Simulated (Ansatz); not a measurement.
Reactions of `O[SiH2]SS`.

Program: Ansatz. Geometries: PBE0-D4/def2-TZVP. ΔE: electronic, gas phase. CCSD(T)/CBS is the MP2 limit (def2-TZVPP, def2-QZVPP) plus CCSD(T) − MP2 in def2-TZVPP, frozen cores. This one scheme is used for every species. Functionals use def2-TZVPP. For Ga, Ge outer-core shells are correlated without core-valence functions, which leaves a few kJ/mol of doubt a bond. Scalar relativity is left out up to krypton. Each species was taken in one conformer, which may not be the lowest.

```tsv
reaction	CCSD(T)/CBS(def2) (kcal/mol)
`O[SiH2]SS` + `[NH2][AlH2]` → `O[SiH2][NH][AlH2]` + `SS`	-0.5
`O[SiH2]SS` + H₂ → silanol + `SS`	12.8
`O[SiH2]SS` + `O[SiH]([SiH3])S` → `O[SiH2][SiH](O)S` + `[SiH3]SS`	?
`O[SiH2]SS` + `[OH][GeH2][OH]` → `O[SiH2][O][GeH2][OH]` + `SS`	-14.4
`O[SiH2]SS` + `CB(Cl)CN` → `SS[SiH2]Cl` + `CB(O)CN`	-8.0
`O[SiH2]SS` + `O[SiH](O)S[SiH2]Cl` → `O[SiH2]S[SiH](O)O` + `SS[SiH2]Cl`	?
`O[SiH2]SS` + `SC[SiH]1CN1` → `SC[SiH2]SS` + `O[SiH]1CN1`	?
`O[SiH2]SS` + `[OH][GeH3]` → `O[SiH2][O][GeH3]` + `SS`	-14.2
`O[SiH2]SS` + `O[SiH](Cl)Cl` → `O[SiH2]O[SiH](Cl)Cl` + `SS`	-14.3
`O[SiH2]SS` + `[OH][Ga]([F])[Cl]` → `F[SiH2]SS` + `[OH][Ga]([OH])[Cl]`	-4.7
```

Fill in the missing values. (Best estimate.)

Computed: `O[SiH2]SS` + `O[SiH]([SiH3])S` → `O[SiH2][SiH](O)S` + `[SiH3]SS`: +4.2 kcal/mol; `O[SiH2]SS` + `O[SiH](O)S[SiH2]Cl` → `O[SiH2]S[SiH](O)O` + `SS[SiH2]Cl`: -1.4 kcal/mol; `O[SiH2]SS` + `SC[SiH]1CN1` → `SC[SiH2]SS` + `O[SiH]1CN1`: +0.8 kcal/mol.

Largest T1 diagnostic: 0.014, for `[OH][Ga]([F])[Cl]`.
